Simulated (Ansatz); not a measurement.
Ansatz results at the PBE0-D4/def2-TZVP geometry: LUMO energy (PBE0/def2-TZVPP) -0.69 eV; LUMO energy (PBE/def2-TZVPP) -1.58 eV; HOMO energy (ωB97M-V/def2-TZVPP) -8.81 eV.

Each molecule was computed in one conformer, which needn't be the lowest.

(1) Which molecule gave them?
A. `FC/C(F)=C\C(F)(F)F`
B. `FC1=C[C@H](F)[C@H]1F`
C. `F/C=C\C=C(F)F`
D. `C=CC(=C)F`

Results:

(1) C. The others give `FC1=C[C@H](F)[C@H]1F`: -0.52, -1.54, -10.59; `C=CC(=C)F`: -1.08, -2.01, -9.12; `FC/C(F)=C\C(F)(F)F`: -1.27, -2.24, -10.92.
